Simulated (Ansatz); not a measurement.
Start from `[SiH3][O][Cd][O][SiH3]` and change one atom or group to get `[NH2][Cd][O][SiH3]`.

Ansatz, PBE0-D4/def2-TZVP geometries, multiplicity 1. Each molecule was computed in one conformer, which needn't be the lowest.

Elements past krypton have def2 core potentials.

```json
{"property": "size of the dipole moment (ωB97M-V/def2-TZVPP) / D", "`[SiH3][O][Cd][O][SiH3]`": "0.02"}
{"property": "HOMO energy (ωB97M-V/def2-TZVPP) / eV", "`[SiH3][O][Cd][O][SiH3]`": "-10.54"}
{"property": "HOMO energy (PBE0/def2-TZVPP) / eV", "`[SiH3][O][Cd][O][SiH3]`": "-8.22"}
{"property": "size of the dipole moment (B3LYP/def2-TZVPP) / D", "`[SiH3][O][Cd][O][SiH3]`": "0.02"}
{"property": "HOMO energy (PBE/def2-TZVPP) / eV", "`[SiH3][O][Cd][O][SiH3]`": "-6.79"}
{"property": "HOMO energy (B3LYP/def2-TZVPP) / eV", "`[SiH3][O][Cd][O][SiH3]`": "-8.01"}
```

Q: Give the same properties after the change, and the shifts. (Estimate.)

A: Ansatz gave: 
```csv
property,`[NH2][Cd][O][SiH3]`,shift
size of the dipole moment (ωB97M-V/def2-TZVPP) / D,2.72,2.70
HOMO energy (ωB97M-V/def2-TZVPP) / eV,-9.75,0.79
HOMO energy (PBE0/def2-TZVPP) / eV,-7.41,0.81
size of the dipole moment (B3LYP/def2-TZVPP) / D,2.75,2.73
HOMO energy (PBE/def2-TZVPP) / eV,-6.10,0.69
HOMO energy (B3LYP/def2-TZVPP) / eV,-7.20,0.81
```

With PBE0 the HOMO rises by 0.81 eV and the LUMO rises by 0.74 eV, so the gap narrows by about 0.07 eV. PBE moves the HOMO by 0.69 eV and ωB97M-V by 0.79 eV.

B3LYP here is the variant with VWN-RPA as its local correlation; programs differ in this.
